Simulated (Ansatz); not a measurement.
Reaction (formal exchange of groups at the Si–C bond): `[SiH3]C1NCS1` + `F[SiH]1[CH2][GaH]1` → `F[Si@H]1[GaH][C@@H]1[SiH3]` + `C1NCS1`

Gas-phase electronic energies from Ansatz, PBE0-D4/def2-TZVP geometries. CCSD(T)/CBS is the MP2 limit (def2-TZVPP, def2-QZVPP) plus CCSD(T) − MP2 in def2-TZVPP, frozen cores. Functionals use def2-TZVPP. HSE06 is defined as in plane-wave codes. For Ga outer-core shells are correlated without core-valence functions, which leaves a few kJ/mol of doubt a bond. Scalar relativity is left out up to krypton.

| level | ΔE (kJ/mol) |
| --- | --- |
| r2SCAN-D4 | -38.7 |
| r2SCANh-D4 | -40.1 |
| HSE06-D4 | -40.8 |
| BHLYP-D4 | -43.5 |
| r2SCAN | -38.9 |
| PBE0 | -41.1 |
| r2SCANh | -40.2 |
| MP2/def2-TZVPP | -40.0 |

(1) What does CCSD(T)/CBS give? (Best estimate.)

Largest T1 diagnostic among the species: 0.014.

## Answers

(1) The calculation gave: -38.7 kJ/mol. The listed levels differ from it by 0.0, -1.4, -2.1, -4.8, -0.2, -2.4, -1.5, -1.3 kJ/mol.

In def2-TZVPP, CCSD(T) changes the Hartree–Fock value by +10.3 kJ/mol (the triples alone add +2.0 kJ/mol) and MP2 by +8.6 kJ/mol. Leaving LDA and LC-ωPBE aside and taking each functional with its dispersion term where it has one, the values, not all of them listed here, spread over 10.1 kJ/mol, from BHLYP-D4 to BLYP-D4. LDA lies +3.1 kJ/mol from PBE without D4. From BLYP to BHLYP (50 % exact exchange), in def2-TZVPP and without D4, ΔE moves by −7.6 kJ/mol.
